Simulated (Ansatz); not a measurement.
Reaction: BOF (fluoro(oxo)borane, SMILES O=BF) → BOF+ (parent SMILES O=BF, doublet) + e-
Each species at its own B3LYP-D3(BJ)/def2-TZVP minimum (Ansatz, a program for electronic structure).

Wanted: adiabatic ionisation energy (electronic), in eV. Open shells are spin-unrestricted; no spin-orbit coupling. CBS(X,Y): correlation extrapolated as X^-3, Hartree-Fock from the larger set (Q,5: extrapolated as (X+1)exp(-9√X)). A bracket is a step between two methods taken in the basis named. The functionals are non-relativistic, so their misses hold any scalar relativity. '+ core + X2C': CCSD(T) terms for core correlation (cc-pwCVTZ) and scalar relativity (cc-pVTZ-DK). The spin of BFO+ (parent SMILES O=BF, doublet) was assumed, and the state is the lowest solution found for it.

CCSD(T)/CBS(cc-pVQZ,cc-pV5Z) + [CCSDT(Q) - CCSD(T)]/cc-pVTZ + core + X2C (Ansatz) gives 13.20 eV.

How far off this value is PBE/def2-TZVPD (Ansatz), in which direction, and which of these levels come nearer: r2SCAN/def2-TZVPD, B3LYP/def2-TZVPD, PBE0/def2-TZVPD, CCSD(T)/CBS(cc-pVQZ,cc-pV5Z) + core + X2C?

PBE gives 13.04 eV, 0.16 eV below it. Differences of the others: r2SCAN/def2-TZVPD (Ansatz) -0.30; B3LYP/def2-TZVPD (Ansatz) -0.13; PBE0/def2-TZVPD (Ansatz) -0.27; CCSD(T)/CBS(cc-pVQZ,cc-pV5Z) + core + X2C (Ansatz) 0.00 eV. Nearer than PBE: B3LYP/def2-TZVPD, CCSD(T)/CBS(cc-pVQZ,cc-pV5Z) + core + X2C.
